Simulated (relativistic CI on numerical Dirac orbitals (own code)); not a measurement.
## d1 to d9 in one octahedral field

Computed with a parametric ligand-field model without spin-orbit coupling, by exact diagonalisation: B = 520, C = 2330, 10Dq = 29600 cm⁻¹ (Oh; |10Dq|/B = 56.9) for every shell. Energies in cm⁻¹; the field energy is (0.6 n_e − 0.4 n_t2) × 10Dq of the ground term; g labels are left out. So small a B with so large a field is typical of 4d and 5d ions, where spin-orbit coupling, left out here, reaches 1,000 to 4,000 cm⁻¹.

| Shell | Ground term | Electrons in e | Field energy | First spin-allowed bands | Lowest term of other spin |
| --- | --- | --- | --- | --- | --- |
| d1 | 2T2 | 0.000 | -11840 | 2E 29600 |  |
| d2 | 3T1 | 0.008 | -23441 | 3T2 28322, 3T1 34843 | 1T2 7950 |
| d3 | 4A2 | 0.000 | -35520 | 4T2 29600, 4T1 35455 | 2E 11138 |
| d4 | 3T1 | 0.014 | -46956 | 3E 27327, 3T1 27916 | 1T2 6923 |
| d5 | 2T2 | 0.026 | -58430 | 2A2 26565, 2T1 26746 | 4T1 18503 |
| d6 | 1A1 | 0.021 | -70431 | 1T1 27858, 1T2 35345 | 3T1 22968 |
| d7 | ? | ? | ? | ? | ? |
| d8 | 3A2 | 2.000 | -35520 | 3T2 29600, 3T1 35455 | 1E 8766 |
| d9 | 2E | 3.000 | -17760 | 2T2 29600 |  |

Task: Fill in the row of d7.

Result: Ground term: 2E; Electrons in e: 1.013; Field energy: -52881; First spin-allowed bands: 2T1 27731, 2T2 28330; Lowest term of other spin: 4T1 18420. Low spin: d4, d5, d6, d7; the other shells keep the spin of the free ion. Only d4 to d7 can choose; the field needed to pair spins is smallest for d6 and largest for d5, which loses most exchange energy. In the strong-field picture 10Dq must exceed about 6B + 5C = 14770 (d4), 7.5B + 5C = 15550 (d5), 2.5B + 4C = 10620 (d6) and 4B + 4C = 11400 (d7); mixing of terms shifts these bounds somewhat.
